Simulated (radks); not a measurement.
The numbers below are computed, except where a source is named.
Problem. Spherical quantum dot in the effective-mass picture: electrons in a parabolic well V = omega^2 r^2 / 2 with omega = 0.142, all in effective atomic units (hartree* = m*/eps^2 hartree, bohr* = eps/m* bohr), one dielectric constant everywhere. Level of theory: non-relativistic Kohn-Sham, PBEsol, spin-polarised, spherical densities (a radial shooting solver with Libxc functionals). Levels are named by radial order and angular momentum (1s, 1p, 1d, 2s, ...), and open shells are averaged over m. At N = 5 the configuration is 1s2 1p(up 3, down 0). Does electron 6 go into 1d down or 1p down or 1d up?

Solution. Into 1p down. The total energies of the other choices lie higher by 0.0476 hartree* (1d up), 0.0793 hartree* (1d down).
